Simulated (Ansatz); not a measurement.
Molecule: C7H13, net charge 0, doublet state. It need not be the lowest isomer of its formula. 
Coordinates optimised at B3LYP-D3(BJ)/def2-TZVP (Ansatz, a program for electronic structure):
```
C
H 1 1.0935
H 1 1.0936 2 106.38
C 1 1.5252 2 109.80 3 118.83
H 4 1.0960 1 109.41 2 179.44
H 4 1.0960 5 106.05 1 117.85
C 4 1.5266 5 109.22 6 117.61
H 7 1.0948 4 109.15 5 180.00
H 7 1.0948 8 106.10 4 117.49
C 7 1.5259 8 109.58 9 118.22
H 10 1.0915 7 111.49 8 -58.03
H 10 1.0927 11 107.74 7 -122.12
H 10 1.0927 11 107.74 12 -115.76
C 1 1.5353 2 108.98 3 -117.30
H 14 1.0955 1 109.15 2 -64.77
H 14 1.1024 15 106.13 1 117.78
C 14 1.4659 15 109.55 16 117.20
C 17 1.3051 14 140.53 15 -120.66
H 18 1.0851 17 122.66 14 -179.12
H 18 1.0936 19 116.03 17 179.82
```
Charge 0, spin multiplicity 2.

Quantity: atomisation energy (electronic, to ground-state atoms), in kJ/mol. Correlated levels leave the core frozen unless marked. UHF or UKS for open shells. Spin-orbit coupling is left out. No relativistic terms. The coupled-cluster limit lacks core correlation, which all-electron functionals hold. CBS(X,Y): correlation extrapolated as X^-3; Hartree-Fock from the larger set. The bracket is a focal-point correction in the basis named.

| level | program | atomisation energy (kJ/mol) | minus last row |
|---|---|---|---|
| HF/cc-pVDZ | Ansatz | 6030.7 | -2007.5 |
| SVWN5/def2-TZVPD | Ansatz | 9135.4 | 1097.2 |
| B97M-V/def2-TZVPD | Ansatz | 8053.2 | 15.0 |
| B3LYP-D3(BJ)/def2-TZVPD | Ansatz + dftd3 | 8065.1 | 26.9 |
| PBE0/6-31G* | Ansatz | 8119.7 | 81.5 |
| PBE0/def2-QZVPP | Ansatz | 8100.5 | 62.3 |
| BHLYP-D4/def2-TZVPD | Ansatz + dftd4 | 7876.1 | -162.1 |
| r2SCANh-D4/def2-TZVPD | Ansatz + dftd4 | 8048.8 | 10.6 |
| r2SCAN0-D4/def2-TZVPD | Ansatz + dftd4 | 8007.2 | -31.0 |
| r2SCAN0/def2-TZVPD | Ansatz | 7995.7 | -42.5 |
| CAM-B3LYP-D4/def2-TZVPD | Ansatz + dftd4 | 8084.4 | 46.2 |
| wB97M-V/def2-TZVPD | Ansatz | 8052.7 | 14.5 |
| wB97X-V/def2-TZVPD | Ansatz | 8045.4 | 7.2 |
| B2GP-PLYP-D3(BJ)/def2-TZVPD | Ansatz + dftd3 | 7956.6 | -81.6 |
| B2GP-PLYP/def2-TZVPD | Ansatz | 7935.7 | -102.5 |
| SCS-MP2/STO-3G | Ansatz | 8321.2 | 283.0 |
| SCS-MP2/cc-pVDZ | Ansatz | 7513.2 | -525.0 |
| SCS-MP2/cc-pVTZ | Ansatz | 7891.8 | -146.4 |
| CCSD/STO-3G | Ansatz | 8418.4 | 380.2 |
| RI-MP2/CBS(cc-pVTZ,cc-pVQZ)+[CCSD(T)-MP2]/cc-pVDZ | Ansatz | 8040.6 | 2.4 |
| RI-MP2/CBS(cc-pVTZ,cc-pVQZ)+[CCSD(T)-MP2]/cc-pVTZ | Ansatz | 8038.2 | 0.0 |

The UHF reference is spin-contaminated (<S^2> 0.16 over the pure value in the largest basis).
